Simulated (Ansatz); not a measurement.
Reaction (substitution at a C–N bond): `C=NC(F)N[SiH3]` + H–F → `FC(F)N[SiH3]` + `C=N`

Calculated with Ansatz (gas phase, PBE0-D4/def2-TZVP geometries, no zero-point term in ΔE). CCSD(T)/CBS adds triple-zeta CCSD(T) − MP2 to the extrapolated MP2 energy (def2 sets, frozen cores). This one scheme is used for every species. DFT in def2-TZVPP. Each species was taken in one conformer, which may not be the lowest.

| level | ΔE (kcal/mol) | difference from CCSD(T)/CBS |
| --- | --- | --- |
| PBE-D4 | 3.3 | -1.4 |
| r2SCAN-D4 | 2.0 | -2.7 |
| PBE0-D4 | 3.3 | -1.4 |
| ωB97X-V | 1.7 | -3.0 |
| ωB97M-V | 2.0 | -2.7 |
| B2PLYP | 2.2 | -2.5 |
| PBE | 2.1 | -2.6 |
| HF/def2-TZVPP | -2.1 | -6.8 |
| MP2/def2-TZVPP | 5.6 | 0.9 |
| SCS-MP2/def2-TZVPP | 3.6 | -1.1 |
| CCSD/def2-TZVPP | 2.6 | -2.1 |
| CCSD(T)/def2-TZVPP | 3.4 | -1.3 |
| HF/def2-QZVPP | -2.1 | -6.8 |
| SCS-MP2/def2-QZVPP | 4.4 | -0.3 |
| HF/CBS(def2) | -2.0 | -6.7 |
| CCSD/CBS(def2) | 3.9 | -0.8 |
| CCSD(T)/CBS | 4.7 | 0 |

Largest T1 diagnostic among the species: 0.012.

In def2-TZVPP, CCSD(T) changes the Hartree–Fock value by +5.5 kcal/mol (the triples alone add +0.8 kcal/mol) and MP2 by +7.7 kcal/mol. The D4 term adds +1.9 kcal/mol with B3LYP and +1.1 kcal/mol with PBE0; it sums over pairs of atoms, weighted by their polarisabilities, and B3LYP, whose exchange is more repulsive, gets the larger term.

B3LYP here is the variant with VWN-RPA as its local correlation; programs differ in this.
